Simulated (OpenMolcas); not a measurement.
## Au5+: moving or changing the point charges

Au5+ among 6 point charges of -1 e arranged as an octahedron (Oh), 1.93 Å from the ion.

```json
{
 "Program": "OpenMolcas",
 "Method": "CASSCF",
 "Basis": "ANO-RCC-VTZP [8s7p5d3f1g]",
 "Scalar Hamiltonian": "DKH2, point nucleus",
 "Active space": "6 electrons in 5 orbitals (5d)",
 "State averaging": "2S+1 = 5 even, 5 roots; 2S+1 = 3 even, 45 roots; 2S+1 = 1 even, 50 roots",
 "Spin-orbit coupling": "RASSI with atomic mean-field integrals over the reference wave functions"
}
```

Runs around this geometry, states (labels of O, the rotations of Oh). Energies in cm-1 above the lowest state or level, χT in cm3 K/mol; under a threefold ground state the first gap can be a small split of the lowest multiplet, not the spin-orbit step; 10Dq and B are least-squares fits to the states below 45000 cm-1, weighted by degeneracy, with a free offset, and given where the rms deviation is under 5 % of |10Dq| (or 100 cm-1) and under 700 cm-1.

| R (Å) | q (e) | Ground state | First state of that spin | 10Dq | B (rms of fit) | First gap with spin-orbit (degeneracies) | χT at 300 K | First state of another spin |
| --- | --- | --- | --- | --- | --- | --- | --- | --- |
| 1.93 | -0.5 | 5T2 | 5E 1968 | 1930 | 1001 (25) | 93.6 (3, 2) | 5.101 | 3T1 20023 |
| 1.85 | -1 | 5T2 | 5E 4811 | 4736 | 1003 (49) | 67.8 (3, 2) | 4.826 | 3T1 18038 |
| 1.93 | -1 | 5T2 | 5E 3915 | 3843 | 1001 (54) | 96.0 (3, 2) | 4.930 | 3T1 18732 |
| 2.07 | -1 | 5T2 | 5E 2775 | 2723 | 1001 (36) | 105.5 (3, 2) | 5.037 | 3T1 19539 |

Taking |10Dq| as R^-n, n = -ln(2723 / 4736) / ln(2.07 / 1.85) = 4.9 between the shortest and longest distance. The point-charge formula for a cubic d site gives n = 5.

Scaling the charges by -0.5 / -1 = 0.50 scales |10Dq| by 1930 / 3843 = 0.50; with fixed orbitals a first-order splitting would follow the charge.

Without dynamic correlation the repulsion within the d shell is too large (B by tens of per cent), so at a given field states of lower spin stand too high. Point charges give a weaker field than real ligands, and real ions of this kind are as a rule low spin; the high spin found here belongs to the model. The ground term spreads over less than 5000 cm-1, several times less than with real ligands, so orbital moments are less quenched and χT lies further from the spin-only value than at real sites. Spin-orbit coupling mixes the spin-free states strongly: the lowest level takes only 68 % from its leading state, 5T2 (figures for R = 1.93, q = -0.5; the like holds for R = 2.07, q = -1). This field is weak: 10Dq is about 1930 cm-1, while octahedral complexes of 5d ions of charge 3 and more, computed by the same method with explicit ligands, had a median near 35000 cm-1. Ground spin and moment need not be those of a real site (figures for R = 1.93, q = -0.5; the like holds for R = 1.85, q = -1, R = 1.93, q = -1, R = 2.07, q = -1). An orbital triplet at a regular site is open to Jahn-Teller coupling, which can distort the site and quench the lowest spin-orbit gaps and is left out (holds for R = 1.85, q = -1; R = 1.93, q = -1). This is an electrostatic model: the charges have no orbitals. No measured value stands beside these numbers.
